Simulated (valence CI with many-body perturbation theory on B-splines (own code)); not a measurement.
# Pt²⁹⁺: magnetic and hyperfine properties of the levels

Computed by valence CI with perturbative core correlation (CI+MBPT): three valence electrons over a frozen Dirac-Fock core [Kr] 4d10, a basis of 7 s, 7 p, 7 d, 7 f, 4 g, 2 h functions for each j, with the one-electron correlation potential Σ1 (screened to all orders), the two-electron term Σ2, the three-electron term Σ3, Breit, model QED; selected single and double excitations, second order for the rest, scaled by the run's own slope (own B-spline code, finite nucleus).

No measured spectrum was set against this ion. As an estimate, large intervals hold to a few tenths of a per cent, small ones and those within an open d or f shell to about a per cent. Excitations out of the core, of the other parity, are not computed and may begin above about 180 eV (a cautious bound); beyond it only levels of the ground parity were kept, without lifetimes.

A/g_I is the dipole constant over the nuclear g factor μ/I (μ in nuclear magnetons, uniformly magnetised nucleus), B/Q the quadrupole constant per barn. Both hold the static response of the core; the bare values leave it out. Large factors of s and p1/2 electrons are usually good to 5 to 10 %; those of open d and f shells near neutrality can be off by tens of per cent, and small factors of p3/2, d and f electrons come from cancelling terms and can be off by a factor of two or in sign, in half-filled shells by more. B is blank for J = 1/2, where it vanishes, and for nearly pure S terms. Energies count from the lowest level.

Levels are named by their leading jj configuration (3d3/2^4 stands for four electrons in 3d with j = 3/2), which in mixed levels can hold well under half, so a name can repeat and another be missing. Letters in brackets count levels of one name in rising energy.

| Level | E (cm⁻¹) | g | A/g_I (MHz) | A/g_I bare | B/Q (MHz/b) | B/Q bare |
| --- | --- | --- | --- | --- | --- | --- |
| (4f5/2^3) J=9/2 | 0.0 | 0.770 | 5670 | 5430 | 1510 | 1370 |
| (4f5/2^2 4f7/2) J=11/2 [a] | 31145 | 0.970 | 4140 | 4200 | 2130 | 1900 |
| (4f5/2^3) J=3/2 | 40130 | 0.674 | 6110 | 5700 | -825 | -744 |
| (4f5/2^2 4f7/2) J=13/2 | 54944 | 1.080 | 3480 | 3720 | 3390 | 3000 |
| (4f5/2^2 4f7/2) J=9/2 | 57032 | 1.009 | 4130 | 4270 | -2260 | -2040 |
| (4f5/2^3) J=5/2 | 59607 | 0.868 | 4790 | 4690 | 1670 | 1510 |
| (4f5/2^2 4f7/2) J=3/2 [a] | 69681 | 1.503 | 620 | 1530 | -1370 | -1270 |
| (4f5/2^2 4f7/2) J=5/2 [a] | 69812 | 0.810 | 4960 | 4740 | -4170 | -3750 |
| (4f5/2^2 4f7/2) J=7/2 [a] | 70689 | 1.043 | 3760 | 3950 | -4270 | -3870 |
| (4f5/2^2 4f7/2) J=15/2 [a] | 73811 | 1.143 | 3190 | 3540 | 5170 | 4580 |
| (4f5/2^2 4f7/2) J=7/2 [b] | 84187 | 1.051 | 3390 | 3550 | 2530 | 2270 |
| (4f5/2 4f7/2^2) J=13/2 [a] | 93597 | 0.964 | 3960 | 3980 | 7130 | 6430 |
| (4f5/2 4f7/2^2) J=9/2 [a] | 94540 | 1.173 | 2710 | 3080 | -368 | -360 |
| (4f5/2 4f7/2^2) J=11/2 [a] | 95249 | 1.109 | 3120 | 3390 | 529 | 405 |
| (4f5/2^2 4f7/2) J=3/2 [b] | 100690 | 1.136 | 3070 | 3390 | 561 | 532 |
| (4f5/2^2 4f7/2) J=1/2 | 101750 | 0.360 | 11200 | 10700 |  |  |
| (4f5/2^2 4f7/2) J=5/2 [b] | 106930 | 1.184 | 3120 | 3570 | 2920 | 2650 |
| (4f5/2 4f7/2^2) J=7/2 [a] | 107690 | 1.018 | 3420 | 3510 | -4180 | -3770 |
| (4f5/2 4f7/2^2) J=9/2 [b] | 108290 | 1.107 | 3250 | 3530 | -435 | -396 |
| (4f5/2^2 4f7/2) J=15/2 [b] | 109870 | 1.036 | 3570 | 3720 | 9770 | 8770 |
| (4f5/2^2 4f7/2) J=11/2 [b] | 117450 | 1.045 | 3480 | 3640 | 3280 | 2930 |
| (4f5/2 4f7/2^2) J=3/2 [a] | 120370 | 1.137 | 2350 | 2600 | -18.0 | 1.65 |
| (4f5/2 4f7/2^2) J=5/2 [a] | 126690 | 1.193 | 2340 | 2720 | -3980 | -3590 |
| (4f5/2 4f7/2^2) J=11/2 [b] | 133070 | 1.124 | 3000 | 3290 | 1390 | 1220 |
| (4f5/2 4f7/2^2) J=9/2 [c] | 134930 | 1.053 | 3310 | 3470 | 1790 | 1630 |
| (4f5/2 4f7/2^2) J=1/2 | 138380 | 0.296 | 10000 | 9150 |  |  |
| (4f5/2 4f7/2^2) J=7/2 [b] | 144370 | 1.389 | 1110 | 1810 | 6890 | 6160 |
| (4f5/2 4f7/2^2) J=13/2 [b] | 144510 | 1.064 | 3480 | 3680 | 5160 | 4660 |
| (4f5/2 4f7/2^2) J=3/2 [b] | 146670 | 1.032 | 3690 | 3840 | 3060 | 2740 |
| (4f5/2 4f7/2^2) J=17/2 | 148950 | 1.055 | 3440 | 3620 | 14200 | 12700 |
| (4f7/2^3) J=15/2 | 149960 | 1.019 | 3270 | 3340 | 9790 | 8800 |
| (4f7/2^3) J=9/2 | 152830 | 1.049 | 3040 | 3150 | -954 | -855 |
| (4f5/2 4f7/2^2) J=5/2 [b] | 159540 | 1.031 | 4120 | 4310 | -43.7 | -26.8 |
| (4f7/2^3) J=3/2 | 173090 | 1.031 | 3110 | 3190 | -3910 | -3510 |
| (4f7/2^3) J=11/2 | 176370 | 1.077 | 3000 | 3180 | 2020 | 1830 |
| (4f5/2 4f7/2^2) J=7/2 [c] | 187200 | 1.137 | 3140 | 3480 | 2560 | 2300 |
| (4f7/2^3) J=5/2 | 194170 | 1.116 | 3040 | 3310 | 6200 | 5550 |
| (4f5/2 4f7/2^2) J=9/2 [d] | 196070 | 1.088 | 3380 | 3630 | 3810 | 3450 |
| (4f5/2^2 4f7/2) J=7/2 [c] | 198460 | 0.934 | 3470 | 3370 | 8640 | 7770 |
| (4f7/2^3) J=7/2 | 267040 | 1.119 | 2830 | 3090 | 7040 | 6340 |

(1) Take the isotope of mass number 195, with I = 1/2, μ = 0.6073 μN. What is the hyperfine structure of (4f5/2^2 4f7/2) J=13/2?

Answers

(1) From the table A = 4220 MHz. Shifts from the centre of gravity in MHz: F = 6: -15800, F = 7: 13700.
